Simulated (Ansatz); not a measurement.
One geometry of the cluster Hf₃⁺, several levels of theory.

```yaml
crystal:
  periodic: [false, false, false]
  atoms:
    - {symbol: Hf, position_ang: [1.012100, -1.143994, -0.393609]}
    - {symbol: Hf, position_ang: [-1.458727, -0.366638, 0.474436]}
    - {symbol: Hf, position_ang: [0.446617, 1.510633, -0.080817]}
basis:
  gaussian: {orbitals: def2-TZVP, initial_orbitals: start.molden}
total_charge: 1
magnetization: {spin_polarized: true, initial_magnetization: 1}
hamiltonian: {xc: {name: BLYP}, dispersion: d4}
scf: {omitted_lower_state_checks: [starts]}
output: {orbitals: {seedname: orbitals}}
```

The file start.molden holds the orbitals of an earlier run on this structure, at another level or in another basis.

```sh
$ ansatz run in.yaml --threads 4 --pin off --events-out ev --progress --plain --max-ram 3916MiB
```

Output, abridged:

```
Functional definition: BLYP
1035 factors; their error is unknown
mean field evaluation 1: about -3906.0027 eV, gradient 5.3e0 eV
mean field evaluation 2: about -3906.2216 eV, gradient 3.2e-1 eV
mean field evaluation 4: about -3906.2197 eV, gradient 6.5e-2 eV
mean field evaluation 8: about -3906.2199 eV, gradient 1.7e-5 eV
mean field evaluation 16: about -3906.3307 eV, gradient 1.4e-1 eV
mean field -3906.33358954 eV, -143.5551116074 hartree, gradient 6.6e-6 eV, S^2 0.752677; 1 other end points of the search recorded, 0 dependent functions left out
reference -3906.33385802 eV, -143.5551214742 hartree; 18, 17 occupied and 102, 103 virtual orbitals, 1035 factors
Total energy: -3906.55479463 eV, -143.5632407447 hartree
Checks for a lower state left out: starts
```

Hardware: 4 threads of Arm Neoverse V1 on a shared host. Wall time 14 s.

First input, but with `hamiltonian: {xc: {text: "exchange = 0.85*pbe_x + 0.15*exact_x\ncorrelation = pbe_c"}}` (abridged; 13 s):

```
Functional definition: unnamed
mean field -3907.40879110 eV, -143.5946245360 hartree, gradient 5.8e-6 eV, S^2 0.938932
Total energy: -3907.40882333 eV, -143.5946257207 hartree
Checks for a lower state left out: starts
```

First input, but with `hamiltonian: {xc: {text: "exchange = 0.65*pbe_x + 0.35*exact_x\ncorrelation = pbe_c"}}` (abridged; 14 s):

```
Functional definition: unnamed
mean field -3904.66693996 eV, -143.4938633652 hartree, gradient 4.6e-6 eV, S^2 1.040499
Total energy: -3904.66696455 eV, -143.4938642690 hartree
Checks for a lower state left out: starts
```

As the first input, with `hamiltonian: {xc: r2scan, dispersion: d4}` (abridged; 24 s):

```
Functional definition: r2SCAN
mean field evaluation 16: about -3908.6242 eV, gradient 6.6e-6 eV
mean field -3908.62421692 eV, -143.6392906113 hartree, gradient 6.6e-6 eV, S^2 1.531785
Total energy: -3908.64209126 eV, -143.6399474810 hartree
Checks for a lower state left out: starts
```

As the first input, with `correlation: {method: ccsd_t}`, `scf: {omitted_lower_state_checks: [starts, cluster_reference]}` and without the key `hamiltonian` (abridged; 26 s):

```
Functional definition: HF
mean field evaluation 16: about -3862.7342 eV, gradient 2.1e-6 eV
mean field -3862.73424257 eV, -141.9528651592 hartree, gradient 4.1e-6 eV, S^2 2.903131
second order -21.55346796 eV of doubles, -0.00000000 eV of singles
cycle   1  -19.69521312 eV  change     1.9e0 eV  update   2.8e-1
cycle   2  -20.81832079 eV  change    -1.1e0 eV  update   1.2e-1
cycle   3  -21.25933631 eV  change   -4.4e-1 eV  update   1.0e-1
cycle   4  -21.39266847 eV  change   -1.3e-1 eV  update   6.1e-2
cycle   5  -21.49873316 eV  change   -1.1e-1 eV  update   4.2e-2
cycle   6  -21.58660463 eV  change   -8.8e-2 eV  update   2.5e-2
cycle   7  -21.62962952 eV  change   -4.3e-2 eV  update   1.7e-2
cycle   8  -21.66344844 eV  change   -3.4e-2 eV  update   1.1e-2
cycle   9  -21.67715634 eV  change   -1.4e-2 eV  update   6.6e-3
cycle  10  -21.67294110 eV  change    4.2e-3 eV  update   4.2e-3
[...]
cycle  12  -21.67851723 eV  change   -3.6e-3 eV  update   2.0e-3
cycle  13  -21.67757274 eV  change    9.4e-4 eV  update   1.4e-3
cycle  14  -21.67884686 eV  change   -1.3e-3 eV  update   9.1e-4
cycle  15  -21.67786915 eV  change    9.8e-4 eV  update   5.6e-4
cycle  16  -21.67775481 eV  change    1.1e-4 eV  update   3.7e-4
cycle  17  -21.67774674 eV  change    8.1e-6 eV  update   2.2e-4
cycle  18  -21.67786164 eV  change   -1.1e-4 eV  update   1.3e-4
cycle  19  -21.67802766 eV  change   -1.7e-4 eV  update   8.8e-5
cycle  20  -21.67807448 eV  change   -4.7e-5 eV  update   5.7e-5
cycle  21  -21.67810067 eV  change   -2.6e-5 eV  update   4.1e-5
cycle  22  -21.67811195 eV  change   -1.1e-5 eV  update   2.8e-5
perturbative correction -1.62397891 eV, -0.0596801240 hartree
Total energy: -3886.03633343 eV, -142.8092012036 hartree
Checks for a lower state left out: starts, cluster_reference
```

As the first input, with `hamiltonian: {xc: {name: wB97M-V}}` (abridged; 54 s):

```
Functional definition: wB97M-V
mean field -3899.69053242 eV, -143.3109837611 hartree, gradient 5.5e-6 eV, S^2 0.907090
Total energy: -3899.69057651 eV, -143.3109853815 hartree
Checks for a lower state left out: starts
```

As the first input, with `hamiltonian: {xc: pbe}`, `correlation: {method: rpa}` and without the key `output` (abridged; 16 s):

```
Functional definition: PBE
mean field evaluation 16: about -3909.6059 eV, gradient 7.1e-1 eV
mean field evaluation 32: about -3909.6558 eV, gradient 8.1e-8 eV
mean field -3909.65576736 eV, -143.6771993904 hartree, gradient 8.1e-8 eV, S^2 0.756910; 1 other end points of the search recorded, 0 dependent functions left out
Total energy: -3894.23153139 eV, -143.1103691738 hartree
Checks for a lower state left out: starts
```

Geometry: PBE-D4/def2-TZVP.

In the def2 sets Hf takes a core potential; there is no spin–orbit coupling. Correlated methods freeze no core orbitals; core or outer-core shells of Hf are correlated, in sets that lack core-valence functions. At PBE with 15 % exact exchange/def2-TZVP, PBE with 35 % exact exchange/def2-TZVP, r2SCAN-D4/def2-TZVP, CCSD(T)/def2-TZVP and others the charge 1 doublet is spin-contaminated (final ⟨S²⟩ up to 2.90, 0.75 for a pure state). At CCSD(T)/def2-TZVP T1 of the charge 1 doublet is large (up to 0.099), so the single-reference result is doubtful. The structure comes from a short search, and lower isomers may exist.
